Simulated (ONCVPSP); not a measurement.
**titanium: variants of one ONCV potential**

Base potential:

ONCVPSP 4.0.1 input, shortened (lines: element, Z, core and valence counts, functional; n l f; lmax; l rc ep ncon nbas qcut; lloc lpopt rc5 dvloc0; l nproj debl; icmod fcfact rcfact), PBE, scalar-relativistic:

```
  Ti 22.00    3    3        4      upf
    1    0    2.00
    2    0    2.00
    2    1    6.00
    3    0    2.00
    3    1    6.00
    3    2    1.00
    2
    0    1.00    0.00    4    9    5.40
    1    1.15    0.00    4    9    8.40
    2    1.40    0.00    4    9   10.60
    4    5    0.80    6.00
    0    2    2.00
    1    2    2.20
    2    3    0.40
    0    0.00    0.00
```

In the s channel the program set the typed energies aside and used -3.493, 0.250 Ha. In the p channel the program set the typed energies aside and used -2.606, 0.250 Ha. In the d channel the program set the typed energies aside and used -1.275, 0.250, 0.650 Ha.

Cutoffs, loose and tight: the cutoffs (Ha) at which the residual kinetic energy of the hardest occupied pseudo-wave falls to 1 and 0.1 mHa per electron. They do not see the model core or the augmentation charge, which bear on the density cutoff. Test errors are all-electron minus pseudo excitation energies from the reference, over the configurations 3s2 3p6 3d2 4s2; 3s2 3p6 3d2 4s1; 3s2 3p6 3d2; 3s2 3p6 3d2 4p2. A dash means not determined; rows that change the core or the reference have their own tests.

```tsv
change	outcome	cutoff, loose	cutoff, tight	bound ghosts	GHOST(+) flags above zero	largest test error (meV)
base	generated, projector energies reset by the program	223 Ha	257 Ha	none	none	+23
p: rc 0.84	generated, projector energies reset by the program	223 Ha	257 Ha	none	none	+22
p: rc 0.96	generated, projector energies reset by the program	223 Ha	257 Ha	none	none	+22
p: rc 1.02	generated, projector energies reset by the program	223 Ha	257 Ha	none	none	+22
p: rc 1.2	generated, projector energies reset by the program	223 Ha	257 Ha	none	none	+23
p: rc 1.28	generated, projector energies reset by the program	223 Ha	257 Ha	none	none	+24
p: rc 1.44	generated, projector energies reset by the program	223 Ha	257 Ha	none	none	+24
p: rc 1.52	generated, projector energies reset by the program	223 Ha	257 Ha	none	none	+24
p: rc 1.66	generated, projector energies reset by the program	223 Ha	257 Ha	none	none	+24
```

Reading the sweep of the p radius (base included, trends over the rows without a ghost): The loose cutoff stays near 223 Ha. The median size of the test errors (rows with all tests solved) stays near 19.7 meV.
